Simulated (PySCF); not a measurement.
FH3S2Si.

```xyz
7

Si     0.1268    -0.5874     0.0016
F     -0.5551    -1.2190     1.3361
S      1.5347     0.9483     0.4223
S     -1.3977     0.3875    -1.1180
H      0.7911    -1.7307    -0.6712
H      2.5700     0.0855     0.5403
H     -2.3338    -0.5316    -0.7848
```
Charge 0, spin multiplicity 1.

Geometry: r2SCAN-D4/def2-SVP. Other conformers were not sampled.

Computed with PySCF with KT2/pcSseg-1. Non-relativistic, no solvent.

Computed absolute GIAO shielding of each atom: isotropic value and principal components (ppm):
```tsv
atom	σ(iso)	σ11	σ22	σ33	span
Si1	335.0	272.9	337.7	394.4	121.5
F2	276.0	233.3	274.1	320.5	87.3
S3	643.9	525.9	648.8	757.0	231.2
S4	674.9	558.2	651.0	815.5	257.3
H5	24.9	21.5	22.6	30.5	9.0
H6	29.7	22.9	26.0	40.4	17.4
H7	30.0	22.4	26.7	40.9	18.6
```
